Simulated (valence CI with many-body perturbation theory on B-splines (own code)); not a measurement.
# E1 line list for Ce XLV

Calculated by valence CI with perturbative core correlation (CI+MBPT): four valence electrons over a frozen Dirac-Fock core [Ne], radial functions for each j: 11 s, 11 p, 10 d, 8 f, 5 g, 2 h, with the one-electron correlation potential Σ1, the two-electron term Σ2, the three-electron term Σ3, Breit, model QED; selected CI, second order for the rest, scaled by the run's own slope (own B-spline code, finite nucleus).

No measured spectrum was set against this ion. As an estimate, large intervals hold to a few tenths of a per cent, small ones and those within an open d or f shell to about a per cent. Among the levels kept, up to 550 cm⁻¹ of a level comes from second order outside the variational space, and about a tenth of that is noise between levels of different J, which matters for small intervals.

Lines 51 to 100 of 530 in falling wavelength, among levels below 806.17 eV, chosen from the strongest by gf and those to the six lowest levels. Wavelengths and rates use the calculated energies. Electric multipoles are in the length gauge, E1 and E2 with the static RPA response of the core. Weak lines are less certain than strong ones. Lines between different terms over intervals too small for the method are left out, as are lines whose strength nearly cancels. Where a level lies close to another of its J and parity, the split of strength between their lines is uncertain. The highest levels of a list are the least certain.

Levels are named by their leading jj configuration (3d3/2^4 stands for four electrons in 3d with j = 3/2), which in mixed levels can hold well under half, so a name can repeat and another be missing. Letters in brackets count levels of one name in rising energy.

```
λ vac (Å)                           Upper                           Lower   A (s⁻¹)  log gf  Branch %
    93.11      (3s 3p1/2 3p3/2^2) J=2 [b]              (3s^2 3p3/2^2) J=2  1.18e+10   -1.11       3.8
    92.65           (3p1/2^2 3d3/2^2) J=2          (3s 3p1/2 3d3/2^2) J=3  3.46e+10   -0.65      30.2
    91.64       (3p1/2^2 3p3/2 3d5/2) J=3  (3s 3p1/2 3p3/2 3d5/2) J=4 [b]  2.04e+10   -0.74       8.8
    91.31          (3s 3p1/2^2 3p3/2) J=1          (3s^2 3p1/2 3p3/2) J=1  5.47e+09   -1.69       3.5
    91.12  (3s 3p1/2 3p3/2 3d5/2) J=3 [c]          (3s^2 3p3/2 3d5/2) J=4  1.35e+10   -0.93       3.9
    90.93   (3p1/2 3p3/2^2 3d3/2) J=3 [b]          (3s 3p3/2^2 3d3/2) J=4  1.99e+10   -0.76       2.5
    90.89       (3p1/2^2 3p3/2 3d5/2) J=2  (3s 3p1/2 3p3/2 3d5/2) J=3 [a]  2.71e+10   -0.78      10.7
    90.53  (3s 3p1/2 3p3/2 3d5/2) J=4 [c]          (3s^2 3p3/2 3d5/2) J=4  8.79e+09   -1.01       3.4
    90.13   (3p1/2 3p3/2^2 3d3/2) J=2 [b]      (3s 3p3/2^2 3d3/2) J=3 [a]  1.22e+10   -1.13       1.7
    89.63  (3s 3p1/2 3p3/2 3d3/2) J=2 [e]          (3s^2 3p3/2 3d3/2) J=3  1.39e+10   -1.08       1.7
    89.12   (3p1/2 3p3/2^2 3d5/2) J=4 [a]          (3s 3p3/2^2 3d5/2) J=5  2.35e+10   -0.60       5.2
    88.10      (3s 3p1/2 3p3/2^2) J=1 [b]              (3s^2 3p3/2^2) J=2  9.44e+09   -1.48       1.5
    87.79       (3p1/2^2 3p3/2 3d5/2) J=4      (3s 3p1/2 3p3/2 3d5/2) J=5  4.39e+10   -0.34      20.0
    87.31       (3p1/2^2 3p3/2 3d3/2) J=3      (3s 3p1/2 3p3/2 3d3/2) J=4  4.79e+10   -0.42      19.3
    86.90       (3p1/2^2 3p3/2 3d3/2) J=2  (3s 3p1/2 3p3/2 3d3/2) J=3 [a]  3.08e+10   -0.76      23.3
    86.90       (3p1/2 3p3/2^2 3d5/2) J=5          (3s 3p3/2^2 3d5/2) J=5  2.27e+10   -0.55       7.8
    86.13           (3p1/2^2 3d3/2^2) J=2          (3s 3p1/2 3d3/2^2) J=2  2.37e+10   -0.88      20.7
    85.90   (3p1/2 3p3/2^2 3d3/2) J=2 [c]      (3s 3p3/2^2 3d3/2) J=3 [a]  1.68e+10   -1.03       2.2
    85.54  (3s 3p1/2 3p3/2 3d3/2) J=2 [b]          (3s 3p1/2 3p3/2^2) J=3  2.38e+10   -0.88      11.9
    80.67       (3p1/2^2 3p3/2 3d3/2) J=1  (3s 3p1/2 3p3/2 3d3/2) J=2 [b]  4.39e+10   -0.89      16.0
    80.32          (3s^2 3p1/2 3d3/2) J=2          (3s^2 3p1/2 3p3/2) J=2  2.88e+09   -1.86      95.0
    79.12       (3p1/2^2 3p3/2 3d5/2) J=4  (3s 3p1/2 3p3/2 3d5/2) J=4 [a]  2.44e+10   -0.69      11.1
    76.82          (3s^2 3p1/2 3d3/2) J=2          (3s^2 3p1/2 3p3/2) J=1  1.47e+08   -3.19       4.9
    76.06  (3s 3p1/2 3d3/2 3d5/2) J=4 [b]  (3s 3p1/2 3p3/2 3d5/2) J=4 [b]  1.54e+10   -0.92       9.5
    75.93          (3s^2 3p3/2 3d3/2) J=1              (3s^2 3p3/2^2) J=0  5.45e+07   -3.85       0.0
    75.65          (3s 3p1/2^2 3d3/2) J=1          (3s 3p1/2^2 3p3/2) J=2  2.72e+09   -2.16      11.2
    73.58          (3s 3p1/2^2 3d3/2) J=2          (3s 3p1/2^2 3p3/2) J=2  8.33e+09   -1.47      35.4
    73.26      (3s 3p1/2 3d5/2^2) J=3 [a]  (3s 3p1/2 3p3/2 3d5/2) J=2 [d]  1.41e+10   -1.10       5.0
    72.92      (3s 3p1/2 3d5/2^2) J=3 [b]  (3s 3p1/2 3p3/2 3d5/2) J=2 [d]  2.71e+10   -0.82      10.0
    71.25      (3s 3p3/2^2 3d5/2) J=4 [a]          (3s^2 3p3/2 3d5/2) J=3  3.21e+10   -0.66      19.2
    70.45      (3s 3p1/2 3d5/2^2) J=4 [b]  (3s 3p1/2 3p3/2 3d5/2) J=3 [d]  4.38e+10   -0.53      18.5
    70.38      (3s 3p1/2 3d5/2^2) J=3 [b]  (3s 3p1/2 3p3/2 3d5/2) J=2 [c]  3.12e+10   -0.79      11.5
    69.82          (3s^2 3p3/2 3d3/2) J=3              (3s^2 3p3/2^2) J=2  2.58e+09   -1.88       0.5
    69.74          (3s^2 3p3/2 3d3/2) J=2              (3s^2 3p3/2^2) J=2  3.35e+08   -2.91       0.0
    69.46          (3s^2 3p3/2 3d3/2) J=1              (3s^2 3p3/2^2) J=2  6.18e+07   -3.87       0.0
    69.38      (3s 3p1/2 3d3/2 3d5/2) J=5      (3s 3p1/2 3p3/2 3d5/2) J=5  1.53e+10   -0.92      12.0
    68.84          (3s 3p1/2 3d5/2^2) J=5  (3s 3p1/2 3p3/2 3d5/2) J=4 [c]  2.24e+10   -0.76      15.9
    68.58  (3s 3p1/2 3d3/2 3d5/2) J=3 [d]  (3s 3p1/2 3p3/2 3d3/2) J=2 [e]  3.36e+10   -0.78       6.4
    68.09  (3s 3p1/2 3d3/2 3d5/2) J=4 [b]  (3s 3p1/2 3p3/2 3d3/2) J=3 [c]  2.77e+10   -0.76      17.1
    67.56              (3s^2 3d5/2^2) J=2          (3s^2 3p3/2 3d5/2) J=1  2.40e+10   -1.09       4.5
    67.31          (3s^2 3p1/2 3d3/2) J=1          (3s^2 3p1/2 3p3/2) J=2  2.89e+09   -2.23       0.3
    66.90      (3s 3p1/2 3d5/2^2) J=4 [a]  (3s 3p1/2 3p3/2 3d5/2) J=3 [b]  4.80e+10   -0.54      15.6
    66.51          (3s 3p1/2^2 3d5/2) J=2          (3s 3p1/2^2 3p3/2) J=1  3.57e+10   -0.93      42.4
    66.31      (3s 3p1/2 3d5/2^2) J=1 [a]  (3s 3p1/2 3p3/2 3d5/2) J=1 [b]  4.32e+10   -1.07      12.1
    66.28          (3s^2 3p3/2 3d5/2) J=2              (3s^2 3p3/2^2) J=2  2.22e+10   -1.14      97.5
    66.05          (3s^2 3p1/2 3d5/2) J=2          (3s^2 3p1/2 3p3/2) J=2  5.35e+09   -1.76      13.3
    65.84  (3s 3p1/2 3p3/2 3d5/2) J=3 [a]          (3s 3p1/2 3p3/2^2) J=3  2.07e+10   -1.03      13.0
    65.75      (3s 3p1/2 3d5/2^2) J=4 [b]  (3s 3p1/2 3p3/2 3d5/2) J=4 [c]  1.44e+10   -1.07       6.1
    65.70      (3s 3p1/2 3d5/2^2) J=3 [a]  (3s 3p1/2 3p3/2 3d5/2) J=4 [c]  1.84e+10   -1.08       6.6
    65.46       (3p1/2 3p3/2^2 3d3/2) J=4  (3s 3p1/2 3p3/2 3d5/2) J=3 [d]  2.11e+10   -0.91       4.4
```

**Question.** How does gf follow from A for the line at 89.63 Å?

**Answer.** gf = 1.4992 × (2J+1)_upper × A / σ², with σ = 1115684 cm⁻¹ and 2J+1 = 5: gf = 0.0836.
